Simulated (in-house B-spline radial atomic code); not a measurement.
## Cd III (Cd2+): 1s1 2s2 2p6 3s2 (3p1/2)1 (3p3/2)4 3d10 4s2 4p6 4d10 5s2 (with a hole in an inner shell)

Computed with an all-electron radial atomic-structure program (B-spline basis): Dirac-Kohn-Sham relativistic LDA, spherical fractional occupations, Fermi nucleus of rms radius 4.6087 fm.

Effective charges: Z_r = [3n² - l(l+1)]/(2<r>) from the radius, Z_e = n√(-2ε) from the energy, and Slater's rules. Values are occupation-weighted means over j. An effective charge above Z reflects the relativistic contraction of the inner shells.

| shell | electrons | ε (eV) | <r> (bohr) | Z_r | Z_e | Slater |
| --- | --- | --- | --- | --- | --- | --- |
| 1s | 1 | -27092 | 0.03027 | 49.56 | 44.62 | 48.00 |
| 2s | 2 | -4140.6 | 0.1295 | 46.32 | 34.89 | 44.70 |
| 2p | 6 | -3773.4 | 0.1124 | 44.50 | 33.31 | 44.70 |
| 3s | 2 | -821.65 | 0.3497 | 38.60 | 23.31 | 38.10 |
| 3p | 5 | -688.82 | 0.3468 | 36.04 | 21.35 | 38.10 |
| 3d | 10 | -481.57 | 0.3208 | 32.73 | 17.85 | 28.85 |
| 4s | 2 | -145.29 | 0.838 | 28.64 | 13.07 | 22.10 |
| 4p | 6 | -105.13 | 0.8988 | 25.59 | 11.12 | 22.10 |
| 4d | 10 | -43.837 | 1.097 | 19.15 | 7.18 | 10.85 |
| 5s | 2 | -25.932 | 2.249 | 16.67 | 6.90 | 6.35 |

The least bound orbital is 5s1/2 at -25.93 eV, and it is also the most diffuse (<r> = 2.249 bohr). The part-filled 1s shell lies below the filled 5s shell in orbital energy.

For the 1s electron the small component carries 3.12 % of the norm, the zero-frequency Breit interaction raises the level by 39.93 eV, self-energy by 33.54 eV, and vacuum polarisation lowers it by 4.277 eV.
